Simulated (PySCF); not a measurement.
# Excitation energy of Co by level of theory

Co [Ar] 3d7 4s2 (4F) → Co [Ar] 3d8 4s1 (4F), as a difference of total energies. All numbers are calculated (PySCF 2.14, the non-relativistic Hamiltonian (point nucleus), in aug-cc-pVTZ). Correlated levels: valence: [Ar] frozen. The calculations carry no spin-orbit coupling.

| method | excitation energy (eV) | difference from reference (eV) |
| --- | --- | --- |
| UHF | 1.634 | +1.217 |
| MP2 (valence) | -0.138 | -0.555 |
| SCS-MP2 (valence) | 0.080 | -0.337 |
| CCSD (valence) | 0.562 | +0.145 |
| CCSD(T) (valence) | 0.421 | +0.004 |

Reference: 0.417 eV (measured; NIST levels, between the centres of gravity of the two terms).

These non-relativistic numbers lack the scalar-relativistic shift.

Errors of the correlated levels include the incompleteness of this basis and the frozen core.
